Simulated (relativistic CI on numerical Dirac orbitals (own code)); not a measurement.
One change at a time: Pb XXX

Base calculation: Dirac-Coulomb-Breit CI, orbitals from a KLI potential per configuration, QED by a radiative potential, unscaled Slater integrals.

Configurations in the expansion (outside the closed core [Ar] 3d10): 4s2 4p6 4d10 4f7, 4s2 4p6 4d10 4f6 5s, 4s2 4p6 4d9 4f8, 4s2 4p6 4d10 4f5 5s2, 4s2 4p6 4d10 4f6 5p, 4s2 4p5 4d10 4f8, 4s 4p6 4d10 4f8, 4s2 4p6 4d10 4f6 6s, 4p6 4d10 4f9. Levels of other configurations are missing.

Variants: (1) P86 correlation estimate; (2) configuration mixing switched off. Shifts of the energy above 4s2 4p6 4d10 4f7 8S°_7/2, in cm⁻¹, for the lowest level and the first level of each name with at least 55 % of one term (blank where a level changes its place among those of its configuration and J or its character, or is not in the variant):

```tsv
Level	Base	Δ(1)	Δ(2)
4s2 4p6 4d10 4f7 8S°_7/2	0.0	0.0	0.0
4s2 4p6 4d10 4f7 6I°_11/2	100328.0	+0.7	+962.6
4s2 4p6 4d10 4f7 6I°_13/2	104152.7	+0.7	+983.0
4s2 4p6 4d10 4f7 6I°_15/2	106116.5	+0.5	+727.2
4s2 4p6 4d10 4f7 6D°_1/2	131355.9	+1.1	+1464.7
4s2 4p6 4d10 4f7 4N°_23/2	155953.2	-0.1	-85.5
4s2 4p6 4d10 4f7 4N°_21/2	164608.3	+0.1	+147.7
```

At this charge energies of transitions that change n are usually good to better than 1 %, and those within a shell (Δn = 0) to a few per cent. Terms inside the open d or f shell come out 10 to 20 % too wide with unscaled integrals.

Ionisation energy from the two ground configurations alone: base 1042.27 eV; P86 correlation estimate 1044.38 eV. The NIST ASD value (theoretical) is 1050 eV.

LS names give the leading component of a level, which can be under half, so a name can repeat, a term be missing and a line seem to break the LS rules.
